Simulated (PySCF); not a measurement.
Simulated outer-valence photoelectron spectrum of `[GeH3][GeH3]`. Theory: EOM-IP-CCSD/aug-cc-pVDZ in PySCF, restricted Hartree–Fock reference, 18 core orbitals frozen, non-relativistic, gas phase, PBE0-D3(BJ)/def2-SVP geometry.

Each root has a Gaussian of 0.8 eV full width with its one-hole share as area; cross sections and vibrations are left out, and the highest printed point is 100.

```json
{"ionisation energy (eV)": "9.2", "intensity": "0"}
{"ionisation energy (eV)": "9.4", "intensity": "2"}
{"ionisation energy (eV)": "9.6", "intensity": "6"}
{"ionisation energy (eV)": "9.8", "intensity": "17"}
{"ionisation energy (eV)": "10.0", "intensity": "34"}
{"ionisation energy (eV)": "10.2", "intensity": "46"}
{"ionisation energy (eV)": "10.4", "intensity": "44"}
{"ionisation energy (eV)": "10.6", "intensity": "30"}
{"ionisation energy (eV)": "10.8", "intensity": "16"}
{"ionisation energy (eV)": "11.0", "intensity": "12"}
{"ionisation energy (eV)": "11.2", "intensity": "24"}
{"ionisation energy (eV)": "11.4", "intensity": "52"}
{"ionisation energy (eV)": "11.6", "intensity": "84"}
{"ionisation energy (eV)": "11.8", "intensity": "100"}
{"ionisation energy (eV)": "12.0", "intensity": "98"}
{"ionisation energy (eV)": "12.2", "intensity": "96"}
{"ionisation energy (eV)": "12.4", "intensity": "100"}
{"ionisation energy (eV)": "12.6", "intensity": "94"}
{"ionisation energy (eV)": "12.8", "intensity": "68"}
{"ionisation energy (eV)": "13.0", "intensity": "36"}
{"ionisation energy (eV)": "13.2", "intensity": "14"}
{"ionisation energy (eV)": "13.4", "intensity": "4"}
{"ionisation energy (eV)": "13.6", "intensity": "1"}
{"ionisation energy (eV)": "13.8", "intensity": "0"}
{"ionisation energy (eV)": "14.0", "intensity": "0"}
{"ionisation energy (eV)": "14.2", "intensity": "0"}
{"ionisation energy (eV)": "14.4", "intensity": "0"}
{"ionisation energy (eV)": "14.6", "intensity": "0"}
{"ionisation energy (eV)": "14.8", "intensity": "0"}
{"ionisation energy (eV)": "15.0", "intensity": "0"}
{"ionisation energy (eV)": "15.2", "intensity": "0"}
{"ionisation energy (eV)": "15.4", "intensity": "0"}
{"ionisation energy (eV)": "15.6", "intensity": "0"}
{"ionisation energy (eV)": "15.8", "intensity": "0"}
{"ionisation energy (eV)": "16.0", "intensity": "1"}
{"ionisation energy (eV)": "16.2", "intensity": "3"}
{"ionisation energy (eV)": "16.4", "intensity": "9"}
{"ionisation energy (eV)": "16.6", "intensity": "22"}
{"ionisation energy (eV)": "16.8", "intensity": "35"}
{"ionisation energy (eV)": "17.0", "intensity": "41"}
{"ionisation energy (eV)": "17.2", "intensity": "34"}
{"ionisation energy (eV)": "17.4", "intensity": "20"}
{"ionisation energy (eV)": "17.6", "intensity": "9"}
{"ionisation energy (eV)": "17.8", "intensity": "6"}
{"ionisation energy (eV)": "18.0", "intensity": "11"}
{"ionisation energy (eV)": "18.2", "intensity": "24"}
{"ionisation energy (eV)": "18.4", "intensity": "35"}
{"ionisation energy (eV)": "18.6", "intensity": "38"}
{"ionisation energy (eV)": "18.8", "intensity": "28"}
{"ionisation energy (eV)": "19.0", "intensity": "15"}
{"ionisation energy (eV)": "19.2", "intensity": "6"}
{"ionisation energy (eV)": "19.4", "intensity": "2"}
{"ionisation energy (eV)": "19.6", "intensity": "0"}
```

Question: Where are the maxima, and how many lines lie under the curve?

Answer: 5 maxima, at 10.3, 11.9, 12.4, 17.0 and 18.5 eV, from 5 lines (7 roots with degenerate partners counted).

Question: List the lines with their holes.

Answer: 
```json
{"E (eV)": "10.28", "leading hole (HF orbital)": "HOMO", "area": "0.96", "Koopmans (eV)": "10.67"}
{"E (eV)": "11.76", "leading hole (HF orbital)": "HOMO-1/HOMO-2", "area": "1.88", "Koopmans (eV)": "12.45"}
{"E (eV)": "12.54", "leading hole (HF orbital)": "HOMO-3/HOMO-4", "area": "1.87", "Koopmans (eV)": "13.24"}
{"E (eV)": "16.98", "leading hole (HF orbital)": "HOMO-5", "area": "0.84", "Koopmans (eV)": "18.64"}
{"E (eV)": "18.54", "leading hole (HF orbital)": "HOMO-6", "area": "0.78", "Koopmans (eV)": "20.85"}
```

The widest gap, 4.44 eV, lies between 12.54 and 16.98 eV. Only orbitals with −ε under 21 eV, eight at most, were ionised, so the high end of the curve may lack lines.
